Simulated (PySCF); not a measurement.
**Magnetisability: `c12ccccc1cccn2`, C$_{9}$H$_{7}$N**

Cartesian coordinates in Å; atom numbers follow the order of the lines, from 1:
```xyz
17

C    -2.261    0.789    0.001
C    -2.377   -0.603   -0.143
C    -1.264   -1.395   -0.183
C     0.021   -0.821   -0.082
N     1.099   -1.630   -0.129
C     2.283   -1.096   -0.036
C     2.516    0.284    0.114
C     1.439    1.126    0.164
C     0.139    0.589    0.065
C    -1.030    1.375    0.104
H    -3.155    1.394    0.030
H    -3.360   -1.044   -0.221
H    -1.332   -2.466   -0.294
H     3.116   -1.787   -0.080
H     3.526    0.656    0.185
H     1.565    2.194    0.278
H    -0.933    2.446    0.215
```

The calculation used GIAO revPBE/6-31G* magnetisability, non-relativistic, IEF-PCM tetrahydrofuran in PySCF 2.14.0. Geometry: GFN2-xTB.

**Question.** What are the magnetisability and the molar susceptibility?

**Answer.** Isotropic -1449 × 10⁻³⁰ J/T², or -87.3 × 10⁻⁶ cm³/mol; principal values -2812, -784, -752 × 10⁻³⁰ J/T², anisotropy 2043 × 10⁻³⁰ J/T² (root of half the summed squared differences of the principal values). The susceptibility is in cgs units.

**Question.** Split it along the inertial axes a, b, c into diamagnetic and paramagnetic parts about the centre of mass, with the quadrupole moment.

**Answer.** 
```
axis  χ (10⁻⁶ cm³/mol)  diamagnetic (10⁻⁶ cm³/mol)  paramagnetic (10⁻⁶ cm³/mol)  summed x² of all electrons (Å²)  quadrupole Θ (D Å)
   a             -45.5                      -487.7                        442.3                            229.8              +11.18
   b             -47.1                     -1028.1                        981.0                            102.5               -0.90
   c            -169.3                     -1409.8                       1240.4                             12.5              -10.28
```
Anisotropies 2χaa − χbb − χcc = +125.5 and 2χbb − χaa − χcc = +120.5 × 10⁻⁶ cm³/mol. Θ is traceless in Buckingham's convention.
